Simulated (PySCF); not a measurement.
## How methods differ on the excitation energy of B⁺

B⁺ [He] 2s2 (1S) → B⁺ [He] 2s1 3d1 (3D), as a difference of total energies. Calculation: PySCF 2.14, in aug-cc-pVDZ-DK; scalar relativity by spin-free X2C-1e. Correlated levels: valence: 1s2 frozen. The calculations carry no spin-orbit coupling.

```tsv
method	excitation energy (cm⁻¹)
UHF	142700
MP2 (valence)	149530
SCS-MP2 (valence)	151190
CCSD (valence)	154460
```

The promoted electron is Rydberg-like, and one or two diffuse shells describe it only roughly, which tends to raise the upper state.

With two correlated electrons CCSD is exact in that space.

The coupled-cluster amplitudes are large for the lower state (T1 above 0.03 or a double amplitude above 0.15), so a single reference is strained.
